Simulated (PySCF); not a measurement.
A family of related molecules: H2E=E'H2. All species are isolated molecules in the gas phase. One relaxed conformer stands for each flexible species; it need not be the lowest. Strings in code marks are SMILES. In the def2 sets, heavy atoms carry core potentials. All members: neutral, multiplicity 1. Level: TPSSh-D3(BJ)/def2-TZVP // CAM-B3LYP-D3(BJ)/def2-TZVP (PySCF), beside PBE-D3(BJ)/def2-TZVP // CAM-B3LYP-D3(BJ)/def2-TZVP (PySCF) at the same geometries.  Orbital energies are measured against the vacuum level.

```
species                                HOMO, PBE (eV)  HOMO, TPSSh-D3(BJ) (eV)
-------------------------------------  --------------  -----------------------
`BN` (H–B–N–H torsion 180°)                     -7.34                    -7.89
`[NH2][AlH2]` (H–N–Al–H torsion 180°)           -6.23                    -6.81
`[NH2][GaH2]` (H–N–Ga–H torsion 180°)           -6.09                 withheld
`C=[SiH2]`                                      -5.69                    -6.08
`[CH2]=[GeH2]`                                  -5.56                    -5.95
`[CH2]=[SnH2]`                                  -5.24                    -5.60
```

### Question
Fit y = a + b·x, y being the HOMO at the first level, to the 5 complete rows by least squares, with x = the PBE value in eV. Give a, b and the rms residual, and predict the withheld value.

### Answer
Means of the 5 rows: x̄ = -6.012, ȳ = -6.466 eV. Σ(x − x̄)² = 2.7151 and Σ(x − x̄)(y − ȳ) = 2.9921, so b = 1.102 and a = ȳ − b·x̄ = 0.159 eV. The rms residual is 0.053 eV. At x = -6.09 the line gives -6.55 eV. The run for `[NH2][GaH2]` (H–N–Ga–H torsion 180°) gave -6.64 eV, so the line is off by 0.09 eV, within twice the rms residual.

Codes: PySCF.
